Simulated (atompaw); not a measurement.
## platinum: PAW (atompaw) pseudisation with PBE, scalar-relativistic reference atom.

atompaw 4.2.0.5 input, output lines left out:

```
Pt 78
GGA-PBE scalarrelativistic loggrid 2001 logderivrange -9 5 351
6 6 5 4 0 0
6 0 1
6 1 0
5 2 9
0 0 0
c
c
c
c
v
v
c
c
c
v
v
c
c
v
v
3
2.00 1.70 1.75 1.35
n
n
y
4.35
n
y
-3.55
n
modrrkj vanderbiltortho sinc
4 0 troulliermartins
1.25
2.00
1.40
2.00
2.00
2.00
0.80
0.80
```

All-electron outer shells of the reference configuration (PBE, scalar-relativistic, ld1.x):

```
shell  level (eV)  outermost node (bohr)  outermost maximum (bohr)
   4p     -519.93                   0.22                      0.41
   4d     -306.83                   0.20                      0.42
   5s     -101.82                   0.49                      0.87
   4f      -70.08                      –                      0.38
   5p      -56.02                   0.53                      0.98
   5d       -6.14                   0.57                      1.26
   6s       -5.66                   1.14                      2.38
   6p       -0.84                   1.36                      3.69
```

Problem. Does the generator finish with these settings?

Solution. Yes, a potential is produced.

Problem. Estimate the cutoffs (Ry, on a coarse ladder) from which the occupation-weighted sum of valence levels, in a spherical-Bessel basis at the reference potential, stays within 10 and 1 mRy of its value at 400 Ry.

Solution. 260 Ry and over 300 Ry.

Problem. What does a ghost test show?

Solution. No extra level below or beside the all-electron valence levels (s, p, d, f tested).

Problem. Is the overlap operator S = 1 + Σ q|β⟩⟨β| positive definite (Bessel basis up to 400 Ry)?

Solution. Barely: its lowest eigenvalue is 0.008 (f channel).

Problem. Which valence shell sets the plane-wave cutoff?

Solution. 4f: its level needs 230 Ry to come within 1 mRy, against 45 Ry for 5p.
